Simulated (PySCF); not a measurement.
Species: C₂H₄B₂Cl₂S₂.
Geometry (PBE0-D3(BJ)/def2-SVP, Å), atoms numbered from 1 in this order:
```
atom  x, y, z in Å
Cl1    3.7609   -1.1359   -0.2228
B2     3.2851   -0.6973    1.4006
Cl3    4.2423   -1.2788    2.7409
C4     2.0016    0.1742    1.6742
C5     1.6029    1.1460    0.5812
S6    -0.1719    1.5861    0.7175
B7    -0.6760    0.0152    1.3845
S8     0.6441   -1.0758    1.9033
H9     2.0928    0.6907    2.6429
H10    1.7569    0.7081   -0.4164
H11    2.1931    2.0722    0.6467
H12   -1.8278   -0.3032    1.5068
```

Computed with PySCF at PBE0/def2-SVPD, non-relativistic, on one gas-phase PBE0-D3(BJ)/def2-SVP geometry that isn't relaxed in the solvent. The solvent is an IEF-PCM continuum (cavity from Bondi-type radii × 1.2), and excitations are vertical TDDFT with non-equilibrium linear response and a frozen core. Only the electrostatic response of the medium enters.

Gas-phase singlets (H = HOMO, L = LUMO):

```csv
state,E (eV),λ (nm),f,leading configurations
S1,4.169,297,0.014,H→L 98%
S2,5.136,241,0.087,"H→L+1 88%, H-1→L 8%"
S3,5.419,229,0.018,"H-1→L 84%, H→L+1 8%"
S4,5.628,220,0.005,"H→L+2 84%, H→L+3 11%"
S5,5.750,216,0.001,"H-2→L 53%, H-3→L 39%"
```

Give the list for tetrahydrofuran (ε = 7.426), n² = 1.97.

```
state  E (eV)  λ (nm)      f  leading configurations  change by rank (eV)
   S1   4.242     292  0.018                 H→L 98%               +0.073
   S2   5.085     244  0.128               H→L+1 93%               -0.051
   S3   5.467     227  0.019               H-1→L 88%               +0.048
   S4   5.683     218  0.006    H→L+2 85%, H→L+3 10%               +0.055
   S5   5.807     213  0.001    H-2→L 52%, H-3→L 38%               +0.057
```

The ground-state energy changes by -0.113 eV from gas to tetrahydrofuran. By how much does the total energy of gas-phase S1 change?

E(S1) = E(S0) + excitation energy, so it changes by -0.113 + 0.073 = -0.040 eV: it is lowered less than the ground state, which is what a blue shift means. This is the vertical state, with the slow part of the continuum still set for S0.

How do the frontier levels move from gas to tetrahydrofuran?

```tsv
orbital	gas (eV)	solvent (eV)	change (eV)
LUMO+2	-0.31	-0.15	+0.16
LUMO+1	-1.09	-1.02	+0.07
LUMO	-1.99	-1.84	+0.15
HOMO	-7.25	-7.18	+0.07
HOMO-1	-8.55	-8.47	+0.08
HOMO-2	-9.04	-8.96	+0.08
HOMO-3	-9.44	-9.34	+0.10
```

The HOMO–LUMO gap goes from 5.26 to 5.34 eV.

On Arm Neoverse V2, one thread (shared host), this took 36 s of wall time and 1.1 GiB of memory at its peak. This is the whole response run at PBE0/def2-SVPD in tetrahydrofuran, SCF included.
